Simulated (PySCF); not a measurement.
Working out the ionisation energy of N⁺

N⁺ [He] 2s2 2p2 (3P) → N²⁺ [He] 2s2 2p1 (2P). Computed with PySCF 2.14 in aug-cc-pVQZ, with no relativity, point nucleus. Frozen: 1s2. Energies in hartree (1 hartree = 27.21139 eV):

```json
{"part": "UHF", "N⁺ (lower)": "-53.893227", "N²⁺ (upper)": "-52.819948"}
{"part": "CCSD correlation", "N⁺ (lower)": "-0.097578", "N²⁺ (upper)": "-0.086641"}
{"part": "(T)", "N⁺ (lower)": "-0.001837", "N²⁺ (upper)": "-0.001161"}
```

Question: What does Hartree-Fock give?

Answer: (-52.819948) − (-53.893227) = 1.073279 hartree = 29.205 eV.

Question: What do CCSD and CCSD(T) give?

Answer: The CCSD correlation energies differ by 0.010937 hartree = 0.298 eV and the triples by 0.000676 hartree = 0.018 eV, so CCSD gives 29.503 eV and CCSD(T) 29.521 eV.

A first-order spin-orbit estimate adds -0.003 eV to CCSD(T) (valence), giving 29.518 eV against 29.601 eV (semi-empirical (NIST evaluation); NIST Atomic Spectra Database, ionization energies).

What remains against the reference includes basis incompleteness, the frozen core and higher excitations.
